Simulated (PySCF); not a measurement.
**Electron correlation in P (phosphorus, neutral)**

[Ne] 3s1 3p3 4s1, high-spin 6S determinant (an excited configuration). Calculation: PySCF 2.14, in aug-cc-pwCVTZ (8s7p5d3f, 75 functions); the non-relativistic Hamiltonian (point nucleus). Frozen: 1s2; 13 electrons correlated.

```tsv
level	correlation energy (mhartree)
CCSD	-299.64
(T)	-2.67
CCSD(T)	-302.31
```

Diagnostics: T1 = 0.0056, D1 = 0.0271, largest double amplitude 0.031.

Is a single reference adequate?

Yes: T1 lies below 0.03 and no double amplitude reaches 0.07.
